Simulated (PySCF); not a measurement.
# Se⁺ (selenium, charge +1) across methods

[Ar] 3d10 4s1 4p4, 4s spin antiparallel (an excited configuration). Calculation: PySCF 2.14, in aug-cc-pVDZ-PP with ECP10MDF (5s4p3d, 32 functions); scalar relativity through the core potential.

| method | E (hartree) | mean ε 4s β (eV) | mean ε 4p α (eV) | mean ε 4p β (eV) | Σ⟨r²⟩ (bohr²) | ⟨S²⟩ |
| --- | --- | --- | --- | --- | --- | --- |
| PBEsol | -371.9003 | -27.200 | -16.457 | -15.451 | 31.87 | 1.750 |
| PBE | -372.2631 | -27.171 | -16.468 | -15.495 | 31.93 | 1.750 |
| CAM-B3LYP | -372.2153 | -30.557 | -18.734 | -18.307 | 32.01 | 1.750 |
| PBE0 | -372.2078 | -28.831 | -17.500 | -16.905 | 32.02 | 1.750 |
| LDA | -371.7063 | -27.567 | -16.562 | -15.570 | 31.84 | 1.750 |
| r2SCAN | -372.1172 | -27.604 | -16.818 | -15.939 | 31.85 | 1.751 |
| M06-2X | -372.4070 | -29.850 | -18.396 | -18.176 | 32.50 | 1.750 |
| wB97X-V | -372.2027 | -31.550 | -19.648 | -19.368 | 31.99 | 1.750 |
| UHF | -370.92137 | -32.790 | -19.619 | -20.290 | 32.79 | 1.754 |

Energies and moments cover only the electrons outside the core potential. With the s spin flipped the determinant is a mixture of two multiplicities, not a spectroscopic state.
